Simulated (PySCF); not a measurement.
A structure optimised at PBE-D3(BJ)/def2-SVP, used in a PySCF frequency run:

```
Zn
I 1 2.4329
I 1 2.4329 2 180.00
```
Charge 0, spin multiplicity 1.

Question: Write its SMILES, formula and point group.

Answer: [I][Zn][I], I₂Zn, D∞h

Question: What are its rotational constants (standard atomic weights)?

Answer: 0.33641 GHz (linear rotor, B only)
